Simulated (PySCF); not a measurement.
**Static response to an electric field**

Compound: C3H6N2Si.
SMILES with atom numbers: `[CH3:1][SiH2:2]/[N:3]=[CH:4]\[C:5]#[N:6]` (hydrogens: H7, H8, H9 on C1; H10, H11 on Si2; H12 on C4)

Geometry (GFN2-xTB, Å), atoms numbered from 1 in this order:
```
atom  x, y, z in Å
C1    -1.9520   -0.4444   -0.3586
Si2   -0.5734    0.8191   -0.0433
N3     0.8180    0.0712   -0.7417
C4     1.9227   -0.3286   -0.3048
C5     2.3655   -0.2394    1.0480
N6     2.7057   -0.1642    2.1403
H7    -2.9185   -0.0037   -0.1379
H8    -1.9584   -0.7664   -1.3950
H9    -1.8393   -1.3269    0.2649
H10   -0.5097    1.1702    1.3792
H11   -0.6998    2.0050   -0.8901
H12    2.6405   -0.7928   -0.9870
```

Level: CAM-B3LYP/def2-SVPD (PySCF), static field, nuclei fixed, core orbitals frozen in the response. The polarisability tensor in these axes (au):

```
x   88.15 -5.15 12.16
y   -5.15 60.50  0.15
z   12.16  0.15 73.24
```

Problem. Give the principal values, the mean and the anisotropy Δα = √{½[(α1 − α2)² + (α2 − α3)² + (α1 − α3)²]}.

Solution. Principal values 59.01, 67.36 and 95.52 au; mean 73.96 au = 10.96 Å³ = 12.20 × 10⁻⁴⁰ C²·m²/J; Δα = 33.13 au (45 % of the mean).

Problem. What is the dipole moment, and where does it point?

Solution. (-1.21, -0.43, -1.92) D, 2.31 D in size, pointing from the negative to the positive side. Measured along this direction, the outermost atoms are N6 at the negative end and H8 at the positive end.

Problem. Give the eigenvalues of the traceless quadrupole moment Θ = ½Σq(3rr − r²1), origin at the centre of nuclear charge.

Solution. -14.43, 3.80, 10.62 D·Å. The values depend on the origin, since the dipole doesn't vanish. The electronic extent ⟨r²⟩ about the same centre is 880 bohr², a root-mean-square distance of 2.18 Å for the 52 electrons.

Problem. How large is μ²/3kT at 350 K beside α?

Solution. In Gaussian units μ²/3kT = 36.77 Å³ against 10.96 Å³, a ratio of 3.35; the Debye molar polarisation (4π/3)N_A(α + μ²/3kT) is 120.4 cm³/mol, leaving out the vibrational part.

Problem. Find the Langevin capture rate constant for H3O+ (19.018 u) meeting this molecule (98.030 u), k = 2.342 × 10⁻⁹ cm³/s × √(α in Å³ / reduced mass in u).

Solution. The reduced mass is 15.93 u, so k = 1.94 × 10⁻⁹ cm³/s. The formula leaves out the permanent dipole, which adds to the capture rate.

Problem. Sum over states: ᾱ = Σ f/ω², ω in Eh. What share falls to these 8 lowest TDDFT singlets (eV, f)? 3.64, 0.0016; 6.21, 0.0004; 6.27, 0.3297; 6.80, 0.0118; 6.95, 0.0080; 7.27, 0.0149; 7.67, 0.0146; 7.68, 0.0007.

Solution. They add up to 7.03 au, 9.5 % of the 73.96 au; the largest single term is 6.21 au, from the state at 6.27 eV. Terms in order: 0.09, 0.01, 6.21, 0.19, 0.12, 0.21, 0.18, 0.01 au. Higher excitations give the rest. The strengths listed sum to 0.382.

Problem. Rayleigh depolarisation ratio (linearly polarised light, static tensor)?

Solution. ρ = 3Δα²/(45ᾱ² + 4Δα²) = 3292.8/(246182 + 4390.4) = 0.0131.

Isolated species at its GFN2-xTB geometry (one conformer only).
